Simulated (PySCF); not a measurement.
These compounds are isomers of formula C$_{5}$H$_{8}$F$_{3}$P.

A. `CC(C)/C=P\C(F)(F)F`
B. SMILES FC(CC/P=C/C)(F)F
C. `InChI=1S/C5H8F3P/c1-4(2)9(3)5(6,7)8/h1H2,2-3H3`

Spectrum 1. 1H NMR (300 MHz, computed): δ 9.02 (m, 1H), 3.69 (m, 1H), 1.17 (d, 6H). 13C{1H} NMR (computed): δ 222.4 (CH), 140.2 (C), 41.7 (CH), 26.2 (CH3).

Spectrum 2. 1H NMR (300 MHz, computed): δ 5.93 (m, 1H), 5.41 (m, 1H), 2.24 (m, 3H), 1.60 (m, 3H). 13C{1H} NMR (computed): δ 155.0 (C), 141.8 (C), 126.3 (CH2), 25.6 (CH3), 10.1 (CH3).

Spectrum 3. 1H NMR (300 MHz, computed): δ 9.05 (m, 1H), 2.48 (m, 3H), 2.39 (m, 2H), 2.17 (m, 2H). 13C{1H} NMR (computed): δ 202.7 (CH), 136.2 (C), 40.0 (CH2), 26.4 (CH2), 25.9 (CH3).

- coordinates at the GFN2-xTB level
- NMR shieldings at PBE0/pcSseg-1/GIAO
- run in PySCF 2.14.0 with density-fitted response routines
- one computed conformer, fast rotation and ring inversion assumed for equivalent nuclei, no solvent, non-relativistic Hamiltonian

Scale: 1H (σ = 31.72 ppm), 13C (σ = 186.93 ppm) vs TMS (reference shieldings calculated alike). Splittings of carbon signals by F and P are missing where no couplings were computed. Where no couplings were computed, multiplicities follow the n + 1 count of equivalent neighbours, and m marks all less simple cases (inequivalent or close neighbours, rings, F or P nearby). Shifts are as computed. Against solution values, carbons near 30 ppm lie about +3 ppm off and those near 130 ppm about +5 ppm. Of 1211 compounds with measured shifts, 218 miss one by over three times the rms of a fit or turn the order of signals round; such compounds aren't used in these exercises.

Q: Match each spectrum to its structure.

A: 1–A, 2–C, 3–B.

- Spectrum 1 (A): 4 13C signals; δC 140.2 is a CF3 carbon; δC 41.7 is an sp3 CH.
- Spectrum 2 (C): 5 13C signals; δC 155.0 is a fully substituted alkene carbon; δC 141.8 is a CF3 carbon.
- Spectrum 3 (B): 5 13C signals; δC 136.2 is a CF3 carbon; δC 40.0 is an sp3 CH2.
